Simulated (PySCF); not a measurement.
Isomers of C8H4ClF3O, mass 207.990 u with the commonest isotopes. Method used: PBE0/pcSseg-1 in PySCF (dipole) on a GFN2-xTB geometry, gas phase. One conformer each, none proved a minimum here; rigid rotors.

**Question.** Order these by rotational constant C, largest first.
A. `[OH:1][c:2]1[cH:3][cH:4][c:5]([C:6]([F:7])=[C:8]([F:9])[F:10])[c:11]([Cl:12])[cH:13]1` with H–O1–C2–C3 0°, C4–C5–C6–F7 -43°
B. `[O:1]=[C:2]([Cl:3])[c:4]1[cH:5][cH:6][c:7]([C:8]([F:9])([F:10])[F:11])[cH:12][cH:13]1` with O1–C2–C4–C5 0°
C. `[O:1]=[C:2]([Cl:3])[c:4]1[cH:5][cH:6][cH:7][cH:8][c:9]1[C:10]([F:11])([F:12])[F:13]` with O1–C2–C4–C5 -135°

**Answer.** C (438.8 MHz), A (370.0 MHz), B (277.2 MHz).

**Question.** Order these by rotational constant B, smallest first.
A. `[OH:1][c:2]1[cH:3][cH:4][c:5]([C:6]([F:7])=[C:8]([F:9])[F:10])[c:11]([Cl:12])[cH:13]1` with H–O1–C2–C3 0°, C4–C5–C6–F7 -43°
B. `[O:1]=[C:2]([Cl:3])[c:4]1[cH:5][cH:6][c:7]([C:8]([F:9])([F:10])[F:11])[cH:12][cH:13]1` with O1–C2–C4–C5 0°
C. `[O:1]=[C:2]([Cl:3])[c:4]1[cH:5][cH:6][cH:7][cH:8][c:9]1[C:10]([F:11])([F:12])[F:13]` with O1–C2–C4–C5 -135°

**Answer.** B (305.0 MHz), A (463.0 MHz), C (687.2 MHz).

**Question.** Order these by rotational constant A, smallest first.
A. `[OH:1][c:2]1[cH:3][cH:4][c:5]([C:6]([F:7])=[C:8]([F:9])[F:10])[c:11]([Cl:12])[cH:13]1` with H–O1–C2–C3 0°, C4–C5–C6–F7 -43°
B. `[O:1]=[C:2]([Cl:3])[c:4]1[cH:5][cH:6][cH:7][cH:8][c:9]1[C:10]([F:11])([F:12])[F:13]` with O1–C2–C4–C5 -135° (2-(trifluoromethyl)benzoyl chloride)
C. `[O:1]=[C:2]([Cl:3])[c:4]1[cH:5][cH:6][c:7]([C:8]([F:9])([F:10])[F:11])[cH:12][cH:13]1` with O1–C2–C4–C5 0°

**Answer.** B (888.3 MHz), A (1243 MHz), C (1990 MHz).

```json
{"SMILES": "O=C(Cl)c1ccccc1C(F)(F)F", "point group": "C1", "Ia (u·Å²)": "568.90", "Ib (u·Å²)": "735.42", "Ic (u·Å²)": "1151.85", "κ": "0.11", "μa (D)": "0.36", "μb (D)": "5.23", "μc (D)": "0.38"}
{"SMILES": "Oc1ccc(C(F)=C(F)F)c(Cl)c1", "point group": "C1", "Ia (u·Å²)": "406.56", "Ib (u·Å²)": "1091.52", "Ic (u·Å²)": "1365.81", "κ": "-0.79", "μa (D)": "3.32", "μb (D)": "1.96", "μc (D)": "0.82"}
{"SMILES": "O=C(Cl)c1ccc(C(F)(F)F)cc1", "point group": "C1", "Ia (u·Å²)": "253.96", "Ib (u·Å²)": "1657.10", "Ic (u·Å²)": "1823.27", "κ": "-0.97", "μa (D)": "0.85", "μb (D)": "0.67", "μc (D)": "0.08"}
```
